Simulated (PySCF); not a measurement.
Cr(2+): ionisation energy

Cr(2+) [Ar] 3d4 (5D) → Cr(3+) [Ar] 3d3 (4F), as a difference of total energies. Computed with PySCF 2.14 in x2c-QZVPPall with one added diffuse shell each of s, p, d, f, g type (12s8p6d4f3g, 121 functions), with the spin-free X2C one-electron Hamiltonian (Gaussian nucleus). Correlated levels: valence: [Ar] frozen; valence and next inner shell: [Ne] frozen. The calculations carry no spin-orbit coupling.

```tsv
method	ionisation energy (eV)	plus first-order spin-orbit estimate	error of that sum (eV)
UHF	29.678	29.651	-1.308
LDA	31.964	31.937	+0.978
PBE	31.532	31.505	+0.546
PBE0	31.322	31.295	+0.336
r2SCAN	31.070	31.043	+0.084
TPSS	31.167	31.140	+0.181
M06-2X	31.126	31.099	+0.140
r2SCANh	31.046	31.019	+0.060
MP2 (valence)	30.361	30.334	-0.625
SCS-MP2 (valence)	29.906	29.879	-1.080
MP2 (valence and next inner shell)	31.072	31.045	+0.086
SCS-MP2 (valence and next inner shell)	30.611	30.584	-0.375
```

Reference: 30.959 ± 0.025 eV (measured; NIST Atomic Spectra Database, ionization energies).

A first-order spin-orbit estimate (lowest level to lowest level, LS coupling) adds -0.027 eV.

Errors of the correlated levels include the incompleteness of this basis and the frozen core.
